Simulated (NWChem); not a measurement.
Program: NWChem. System: HCl$_{3}$Ge, charge 0, spin multiplicity 1, displaced from the optimised geometry. The structure started from a generated list of species. Level: B3LYP/def2-SVP, VWN1-RPA local correlation.

Part of the output:

```
             Northwest Computational Chemistry Package (NWChem) 7.3.0
             --------------------------------------------------------

                                NWChem Input Module
                                -------------------

 Scaling coordinates for geometry "geometry" by  1.889725989
 (inverse scale =  0.529177249)

 Turning off AUTOSYM since
 SYMMETRY directive was detected!

                             Geometry "geometry" -> ""
                             -------------------------

 Output coordinates in angstroms (scale by  1.889725989 to convert to a.u.)

  No.       Tag          Charge          X              Y              Z
 ---- ---------------- ---------- -------------- -------------- --------------
    1 Ge                  32.0000     0.03099500     0.44357300     0.00000000
    2 Cl                  17.0000    -1.04067000    -0.24631200     1.76836500
    3 Cl                  17.0000    -1.04067000    -0.24631200    -1.76836500
    4 Cl                  17.0000     2.01479000    -0.45979400     0.00000000
    5 H                    1.0000     0.13952200     1.99675400     0.00000000

 Effective nuclear repulsion energy (a.u.)     545.5231862145

            Nuclear Dipole moment (a.u.)
            ----------------------------
        X                 Y               Z
 ---------------- ---------------- ----------------
     0.0000226767    -0.0000302356     0.0000000000

      Symmetry information
      --------------------

 Group name             Cs
 Group number              2
 Group order               2
 No. of unique centers     4

      Symmetry unique atoms

     1    2    4    5


 Summary of "ao basis" -> "" (spherical)
 ------------------------------------------------------------------------------
       Tag                 Description            Shells   Functions and Types
 ---------------- ------------------------------  ------  ---------------------
 *                          def2-svp                  on all atoms

                                 NWChem DFT Module
                                 -----------------

 Summary of "ao basis" -> "ao basis" (spherical)
 ------------------------------------------------------------------------------
       Tag                 Description            Shells   Functions and Types
 ---------------- ------------------------------  ------  ---------------------
 Ge                         def2-svp                12       32   5s4p3d
[...]
     1   0 0 1     -0.000000     -0.000000     -0.000000      0.000000

     2   2 0 0    -42.061780   -210.085614   -210.085614    378.109449
     2   1 1 0      0.189599     11.370174     11.370174    -22.550750
     2   1 0 1      0.000000      0.000000      0.000000      0.000000
     2   0 2 0    -39.362690    -48.142721    -48.142721     56.922751
     2   0 1 1      0.000000      0.000000      0.000000      0.000000
     2   0 0 2    -42.074459   -210.878405   -210.878405    379.682351

            General Information
            -------------------
          SCF calculation type: DFT
          Wavefunction type:  closed shell.
          No. of atoms     :     5
          No. of electrons :    84
           Alpha electrons :    42
            Beta electrons :    42
          Charge           :     0
          Spin multiplicity:     1
          Use of symmetry is: on ; symmetry adaption is: on
          Maximum number of iterations: 100
          AO basis - number of functions:    91
                     number of shells:    39
          Convergence on energy requested:  1.00D-06
          Convergence on density requested:  1.00D-05
          Convergence on gradient requested:  5.00D-04

              XC Information
              --------------
                         B3LYP Method XC Potential
                     Hartree-Fock (Exact) Exchange  0.200
                        Slater Exchange Functional  0.800 local
                    Becke 1988 Exchange Functional  0.720 non-local
              Lee-Yang-Parr Correlation Functional  0.810
                  VWN I RPA Correlation Functional  0.190 local

             Grid Information
             ----------------
          Grid used for XC integration:  xcoarse
          Radial quadrature: Mura-Knowles
          Angular quadrature: Lebedev.
          Tag              B.-S. Rad. Rad. Pts. Rad. Cut. Ang. Pts.
          ---              ---------- --------- --------- ---------
          Ge                  1.25       75           7.0       194
          Cl                  1.00       42           8.0       194
          H                   0.35       21           8.0       194
          Grid pruning is: on
          Number of quadrature shells:   180
          Spatial weights used:  Erf1

          Convergence Information
          -----------------------
          Convergence aids based upon iterative change in
          total energy or number of iterations.
          Levelshifting, if invoked, occurs when the
          HOMO/LUMO gap drops below (HL_TOL):  1.00D-02
          DIIS, if invoked, will attempt to extrapolate
          using up to (NFOCK): 10 stored Fock matrices.

                    Damping( 0%)  Levelshifting(0.5)       DIIS
                  --------------- ------------------- ---------------
          dE  on:    start            ASAP                start
          dE off:    2 iters        100 iters           100 iters

      Screening Tolerance Information
      -------------------------------
          Density screening/tol_rho:  1.00D-10
          AO Gaussian exp screening on grid/accAOfunc:  14
          CD Gaussian exp screening on grid/accCDfunc:  20
          XC Gaussian exp screening on grid/accXCfunc:  20
          Schwarz screening/accCoul:  1.00D-08

                            NWChem DFT Gradient Module
                            --------------------------

  charge          =   0.00
  wavefunction    = closed shell

  Using symmetry

                         DFT ENERGY GRADIENTS

    atom               coordinates                        gradient
                 x          y          z           x          y          z
   1 Ge      0.058572   0.838231   0.000000    0.000692   0.010165   0.000000
   2 Cl     -1.966581  -0.465462   3.341725   -0.003805  -0.002735   0.006262
   3 Cl     -1.966581  -0.465462  -3.341725   -0.003805  -0.002735  -0.006262
   4 Cl      3.807401  -0.868885   0.000000    0.007005  -0.003487   0.000000
   5 H       0.263658   3.773318   0.000000   -0.000087  -0.001208   0.000000

                 ----------------------------------------
                 |  Time  |  1-e(secs)   |  2-e(secs)   |
                 ----------------------------------------
                 |  CPU   |       0.01   |       3.38   |
                 ----------------------------------------
                 |  WALL  |       0.01   |       3.38   |
                 ----------------------------------------

 Task  times  cpu:        6.0s     wall:        6.0s

 Total times  cpu:        6.0s     wall:        6.0s
```

Write an NWChem input that would produce this output.

One answer among several that fit: 
```
start mol
memory heap 200 mb stack 900 mb global 1100 mb
geometry units angstroms nocenter noautoz
  Ge     0.030995     0.443573     0.000000
  Cl    -1.040670    -0.246312     1.768365
  Cl    -1.040670    -0.246312    -1.768365
  Cl     2.014790    -0.459794     0.000000
  H      0.139522     1.996754     0.000000
  symmetry group Cs
end
basis spherical
  * library def2-svp
end
dft
  xc b3lyp
  semidirect memsize 60000000 filesize 0
  iterations 100
  grid xcoarse
end
task dft gradient
```
